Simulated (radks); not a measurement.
The calcium ion Ca2+, 18 electrons, occupied as [Ar].

All-electron calculation, scalar-relativistic Kohn-Sham, Slater X-alpha with alpha = 0.659, spin-polarised, spherical densities, finite nucleus; Fermi nuclear charge, rms radius 3.4776 fm. Program: a radial shooting solver on a logarithmic mesh with Libxc functionals.

Energy parts (eV):
total: -18398.370
kinetic: 18541.199
electron-nucleus: -43553.510
Hartree: 7485.944
exchange: -872.003

Orbitals (lengths in bohr, moments of r in powers of bohr):
| orbital | occ. | eigenvalue (eV) | <r^4> |
|---|---|---|---|
| 1s | 2 | -3949.093 | 0.0001640 |
| 2s | 2 | -426.0128 | 0.04458 |
| 2p | 6 | -347.4308 | 0.03730 |
| 3s | 2 | -60.2073 | 3.880 |
| 3p | 6 | -41.3139 | 6.212 |

The highest occupied level is 3p at -41.314 eV. The density falls to 0.001 e/bohr^3 at r = 3.01 bohr.
